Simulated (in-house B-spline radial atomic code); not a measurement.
Re⁺. Computed with a B-spline radial atomic code. Model: all-electron spherical atom, spin shells full or empty, radial basis limit, no spin-orbit coupling, Breit or QED, empty-state partial waves extrapolated as (l+1/2)^-4, RPA, G0W0 and static COHSEX of the highest shell as one setting changes (uncorrelated shells keep exact exchange).

In a row where one electron alone is correlated, RPA and GW hold only self-correlation.

Without the two-electron picture change, core correlation of heavy ions comes too large.

Given: element Re; charge 1; filled core Xe; hamiltonian one-electron scalar X2C; mean-field start Hartree-Fock; highest l of empty states 9; nuclear rms radius 5.3698 fm; highest mean-field shell 6s up.

Shell: 4f 7 7, 5d 5 0, 6s 1 0 (electrons up and down).

| lowest nl shells left uncorrelated | RPA correlation energy (hartree) | G0W0 level (eV) | G0W0 minus most complete (meV) | COHSEX level (eV) |
| --- | --- | --- | --- | --- |
| 0 | -6.2033 | -17.254 | 0 | -18.343 |
| 1 | -5.9798 | -17.254 | 0.1 | -18.343 |
| 2 | -5.7724 | -17.254 | -0.5 | -18.344 |
| 3 | ? | ? | ? | ? |
| 4 | -4.9808 | -17.256 | -2.5 | -18.348 |
| 5 | -4.3899 | -17.255 | -1.5 | -18.347 |
| 6 | -3.4215 | -17.248 | 5.7 | -18.335 |
| 7 | -3.2398 | -17.264 | -10.3 | -18.371 |
| 8 | -2.6963 | -17.266 | -12.2 | -18.378 |
| 9 | -1.7776 | -17.244 | 9.4 | -18.344 |
| 10 | -1.6029 | -17.277 | -23.6 | -18.4 |
| 11 | -1.0865 | -17.162 | 92.2 | -18.236 |
| 12 | ? | ? | ? | ? |
| 13 | -0.0089213 | -16.402 | 852.2 | -16.87 |

(1) What follows for lowest nl shells left uncorrelated = 3?

(2) What follows for lowest nl shells left uncorrelated = 12?

## Answers

(1) RPA correlation energy -5.1736 hartree; G0W0 level -17.254 eV; G0W0 minus most complete 0.1 meV; COHSEX level -18.342 eV.

(2) RPA correlation energy -0.14774 hartree; G0W0 level -16.974 eV; G0W0 minus most complete 279.7 meV; COHSEX level -17.94 eV.
